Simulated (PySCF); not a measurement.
Compound: C₆H₉FO₂.
Structure used (PBE0-D3(BJ)/def2-SVP), in Å, numbered top down from 1:
```xyz
18
C6H9FO2 angstrom
C      2.491   -1.240   -0.323
C      1.464   -0.147   -0.213
O      1.658    0.683    0.950
C      0.348    0.501    1.377
F     -0.383    1.648    1.278
C      0.048   -0.498    0.262
C     -1.214   -0.386   -0.585
O     -1.648   -1.688   -0.198
C     -0.458   -1.911    0.549
H      3.494   -0.804   -0.449
H      2.285   -1.878   -1.196
H      2.501   -1.867    0.581
H      1.457    0.474   -1.128
H      0.276    0.162    2.427
H     -1.910    0.412   -0.279
H     -1.028   -0.307   -1.672
H     -0.658   -2.138    1.612
H      0.160   -2.723    0.126
```

Computed with PySCF at wB97X-D/def2-SVPD, non-relativistic, on one gas-phase PBE0-D3(BJ)/def2-SVP geometry that isn't relaxed in the solvent. The solvent is an IEF-PCM continuum (cavity from Bondi-type radii × 1.2), and excitations are vertical TDDFT with non-equilibrium linear response and a frozen core. Only the electrostatic response of the medium enters.

Gas-phase singlets (H = HOMO, L = LUMO):

```tsv
state	E (eV)	λ (nm)	f	leading configuration
S1	7.171	173	0.001	H→L+1 68%
S2	7.868	158	0.035	H→L 64%
S3	8.191	151	0.006	H→L+2 72%
S4	8.330	149	0.012	H-1→L+1 51%
S5	8.472	146	0.004	H→L+3 62%
```

Problem. Give the list for chloroform (ε = 4.711), n² = 2.09.

Solution. 
```json
{"state": "S1", "E (eV)": "7.172", "λ (nm)": "173", "f": "0.001", "leading configuration": "H→L+1 53%", "change by rank (eV)": "+0.001"}
{"state": "S2", "E (eV)": "8.057", "λ (nm)": "154", "f": "0.053", "leading configuration": "H→L 48%", "change by rank (eV)": "+0.189"}
{"state": "S3", "E (eV)": "8.249", "λ (nm)": "150", "f": "0.005", "leading configuration": "H→L+2 69%", "change by rank (eV)": "+0.058"}
{"state": "S4", "E (eV)": "8.333", "λ (nm)": "149", "f": "0.009", "leading configuration": "H-1→L+1 68%", "change by rank (eV)": "+0.003"}
{"state": "S5", "E (eV)": "8.525", "λ (nm)": "145", "f": "0.004", "leading configuration": "H→L+3 46%", "change by rank (eV)": "+0.053"}
```

Problem. How do the frontier levels move from gas to chloroform?

Solution. 
| orbital | gas (eV) | solvent (eV) | change (eV) | Löwdin shares, gas | Löwdin shares, solvent |
| --- | --- | --- | --- | --- | --- |
| LUMO+2 | 2.71 | 2.83 | +0.12 | H13 11 %, H16 9 %, F5 9 %, O3 8 % | F5 15 %, O3 10 %, C4 9 %, O8 8 % |
| LUMO+1 | 2.49 | 2.60 | +0.11 | O8 17 %, C7 13 %, C9 8 %, O3 6 % | O8 18 %, O3 11 %, C1 8 %, C7 7 % |
| LUMO | 2.13 | 2.37 | +0.24 | C1 16 %, C9 12 %, H11 9 %, C7 7 % | C9 13 %, C7 12 %, C1 10 %, O8 9 % |
| HOMO | -9.57 | -9.47 | +0.10 | O8 55 %, C7 10 %, C9 10 %, H16 6 % | O8 52 %, C7 10 %, C9 10 %, H16 6 % |
| HOMO-1 | -10.33 | -10.21 | +0.12 | O3 47 %, C2 13 %, H13 9 %, C4 7 % | O3 43 %, C2 14 %, H13 9 %, C4 6 % |
| HOMO-2 | -10.70 | -10.67 | +0.03 | O8 28 %, O3 24 %, C6 15 %, C7 8 % | O8 27 %, O3 24 %, C6 16 %, C7 9 % |
| HOMO-3 | -11.36 | -11.21 | +0.15 | C6 18 %, F5 16 %, C2 14 %, C1 12 % | C6 19 %, F5 14 %, C2 14 %, C1 13 % |

The HOMO–LUMO gap goes from 11.70 to 11.84 eV. Rows go by rank; for LUMO+1 and LUMO+2 the atom shares or the degeneracy differ between the runs, so the row needn't follow one orbital.
